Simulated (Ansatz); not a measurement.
CH7FO2Si2 can be A, `CO[SiH](F)O[SiH3]`, or B, `CO[SiH2][SiH](O)F`.

Calculated with Ansatz (gas phase, PBE0-D4/def2-TZVP geometries, no zero-point term in ΔE). CCSD(T)/CBS is the MP2 limit (def2-TZVPP, def2-QZVPP) plus CCSD(T) − MP2 in def2-TZVPP, frozen cores. Functionals use def2-TZVPP. B3LYP here is the variant with VWN-RPA as its local correlation; programs differ in this. Each species was taken in one conformer, which may not be the lowest.

Problem. Which isomer does CCSD(T)/CBS put lower? Give the gap. (Best estimate.)

Solution. Ansatz gave: A, by 159.1 kJ/mol.

Problem. Give E(B) − E(A) in kJ/mol with B3LYP, B3LYP-D4, HF/def2-TZVPP, B2PLYP, PBE0-D4, CCSD/def2-TZVPP, r2SCAN-D4. (An estimate is asked.)

Solution. Ansatz gave: B3LYP 154.2, B3LYP-D4 155.4, HF/def2-TZVPP 184.9, B2PLYP 160.5, PBE0-D4 140.9, CCSD/def2-TZVPP 164.1, r2SCAN-D4 154.4. None reverses the order clearly.

Largest T1 diagnostic: 0.012.

From PBE to PBE0 (25 % exact exchange), in def2-TZVPP and without D4, E(B) − E(A) moves by +12.0 kJ/mol. In def2-TZVPP, CCSD(T) changes the Hartree–Fock value by −24.3 kJ/mol (the triples alone add −3.5 kJ/mol) and MP2 by −18.9 kJ/mol.
